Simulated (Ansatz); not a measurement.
K2Na2⁻. The state is a doublet with charge -1. Geometry PBE/def2-TZVP, that of the neutral singlet; atoms count from 1.

Cartesian coordinates in Å:
```
Na -0.181 -2.625 -2.224
Na -1.186 0.380 -0.843
K -0.265 3.025 2.107
K 1.631 -0.781 0.960
```

The charge -1 doublet is spin-contaminated (final ⟨S²⟩ up to 0.95, 0.75 for a pure state). The highest occupied level of the charge -1 doublet lies above zero (up to 0.01 eV). Its loss leaves the charge 0 singlet, which lies 0.75 eV higher (vertical, at PBE0/def2-TZVPD), but this difference is unsure: the singlet is doubtful (restricted singlet, unstable towards broken spin symmetry at other levels and untested here). The structure comes from a short search, and lower isomers may exist.

**Question.** Estimate the Mulliken populations from the PBE0/def2-TZVPD orbitals of Ansatz.

**Answer.** 
```
atom  charge (e)  spin (α − β)
 Na1       -0.30          0.27
 Na2       -0.23          0.41
  K3       -0.24         -0.28
  K4       -0.23          0.60
```
Mulliken values and Mayer orders depend strongly on the basis. With diffuse functions, as here, like atoms can get unlike values, and bond orders can come out too low or too high.

**Question.** Where does the spin sit?

**Answer.** Summed by element: Na 0.68, K 0.32, of 1 unpaired in all. Largest on single atoms: K4 0.60, Na2 0.41, K3 -0.28.

**Question.** And the Mayer bond orders between bonded heavy atoms (over 0.3)?

**Answer.** Na1–Na2 0.65 (3.46 Å); Na1–K4 0.47 (4.10 Å); Na2–K3 0.45 (4.07 Å); Na2–K4 0.53 (3.54 Å); K3–K4 0.53 (4.40 Å).
